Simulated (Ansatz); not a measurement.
`[Cl][GeH2][Br]` + `CF` → `F[CH2][GeH2][Br]` + HCl at 600 K and 1 bar (formal exchange of groups at a Ge–Cl bond).

Computed with Ansatz on PBE0-D4/def2-TZVP structures; ΔE is electronic, products minus reactants. CBS: MP2 limit from def2 TZ/QZ plus the TZ coupled-cluster correction, frozen cores. This one scheme is used for every species. For Br, Ge outer-core shells are correlated without core-valence functions, which leaves a few kJ/mol of doubt a bond. Scalar relativity is left out up to krypton. Each species was taken in one conformer, which may not be the lowest.

| species | CCSD(T)/CBS energy (Eh) | H − E (kJ/mol) | S (J/(mol·K)) |
| --- | --- | --- | --- |
| `[Cl][GeH2][Br]` | -5110.48619 | 86.6 | 372.7 |
| `CF` | -139.63461 | 127.6 | 254.6 |
| `F[CH2][GeH2][Br]` | -4789.70402 | 173.9 | 423.2 |
| HCl | -460.38127 | 35.4 | 207.2 |

H − E and S are ideal-gas, rigid-rotor, harmonic terms from PBE0-D4/def2-TZVP, for one conformer and one mirror image of each species. 1 Eh = 2625.50 kJ/mol, R = 8.31446 J/(mol·K).

Question: By hand: ΔE, ΔH, ΔS and ΔG.

Answer: ΔE = (-4789.70402) + (-460.38127) − (-5110.48619) − (-139.63461) = 0.03551 Eh = 93.2 kJ/mol. Δ(H − E) = 173.9 + 35.4 − 86.6 − 127.6 = -4.9, so ΔH = 88.3 kJ/mol. ΔS = 423.2 + 207.2 − 372.7 − 254.6 = 3.1 J/(mol·K). ΔG = 88.3 − 600 × (3.1)/1000 = 86.4 kJ/mol.

Question: By hand: the equilibrium constant, and the temperature at which ΔG would vanish if ΔH and ΔS stayed fixed.

Answer: log₁₀ K = −ΔG/(RT ln 10) = -7.5. ΔG = 0 at ΔH/ΔS = 28484 K, far beyond where these terms or the molecules hold.

The number of gas molecules stays the same, so ΔS is small and ΔH decides. A doubt of 5 kJ/mol in ΔE shifts log₁₀ K by 0.4 here. Other conformers and mirror images would add mixing entropy, several J/(mol·K) or more a flexible species. These are equilibria of isolated gas molecules and say nothing of rates. Largest T1 diagnostic: 0.010 (customary marks: 0.02 for closed shells, 0.045 for open ones).
